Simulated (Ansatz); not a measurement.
Si(Cl)(Me)(OH)2 (CH5ClO2Si), SMILES C[Si](O)(O)Cl.

Coordinates come from a B3LYP-D3(BJ)/def2-SVP optimisation. Other conformers were not sampled.

Two levels are set side by side: PBE/def2-SVPD (Ansatz, a quantum-chemistry and plane-wave program) and CAM-B3LYP/def2-SVPD (Ansatz). Energy differences of separate SCF runs at the same geometry; the states with an electron removed or added have multiplicity 2 and 2. Differences are taken from unrounded values.

```
quantity                           CAM-B3LYP
---------------------------------  ---------
vertical ionisation energy (eV)        11.44
vertical singlet–triplet gap (eV)       7.99
```

Q: What does PBE give, and how far is it from CAM-B3LYP? (An estimate is asked for; the answer gives what the named calculation found.)

A: 
```json
[
 {"quantity": "vertical ionisation energy (eV)", "PBE": "10.52", "PBE minus CAM-B3LYP": "-0.92"},
 {"quantity": "vertical singlet–triplet gap (eV)", "PBE": "6.86", "PBE minus CAM-B3LYP": "-1.13"}
]
```
